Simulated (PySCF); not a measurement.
Telling isomers of C5H10O2 apart by NMR

[PySCF: GIAO PBE0/pcSseg-1 shieldings; coordinates at the GFN2-xTB level; relativity neglected; isolated molecule; rapidly exchanging positions averaged; single conformer]

Chemical shifts δ = σref − σ; $^{1}$H (σref 31.72), $^{13}$C (σref 186.93) vs TMS, all at this level. Where no couplings were computed, multiplicities follow the n + 1 count of equivalent neighbours, and m marks all less simple cases (inequivalent or close neighbours, rings, F or P nearby). Shifts are as computed. Against solution values, carbons near 30 ppm lie about +3 ppm off and those near 130 ppm about +5 ppm. Of 1211 compounds with measured shifts, 218 miss one by over three times the rms of a fit or turn the order of signals round; such compounds aren't used in these exercises.

(1) Tabulate the signals of `CC(=O)OC(C)C`, `C=CC(OC)OC` and their relative energies.

(2) What is the quickest way to tell CC(=O)OC(C)C from C=CC(OC)OC?

## Answers

(1) 
| SMILES | carbon types | δC | δH | E rel. (kcal/mol) |
| --- | --- | --- | --- | --- |
| CC(=O)OC(C)C | 1×C 1×CH 3×CH3 | 175.8, 69.8, 24.0, 23.5 | 5.05 (sept, 1H), 2.07 (s, 3H), 1.26 (d, 6H) | 0.0 |
| C=CC(OC)OC | 2×CH 1×CH2 2×CH3 | 144.5, 124.2, 113.9, 56.0 | 5.94 (m, 1H), 5.57 (m, 1H), 5.37 (m, 1H), 4.30 (d, 1H), 3.49 (s, 6H) | 53.2 |

Energies are electronic energies at PBE0/pcSseg-1 on these geometries, without zero-point or thermal terms, each for the one conformer computed, which needn't be the lowest.

(2) Both give the same number of carbon signals, but DEPT or the intensities differ. The first has an ester carbonyl carbon (C) at 175.8 ppm, the second an alkene CH at 144.5 ppm. In the proton spectra the most deshielded non-exchanging signals are 5.05 (sept, 1H) and 5.94 (m, 1H).
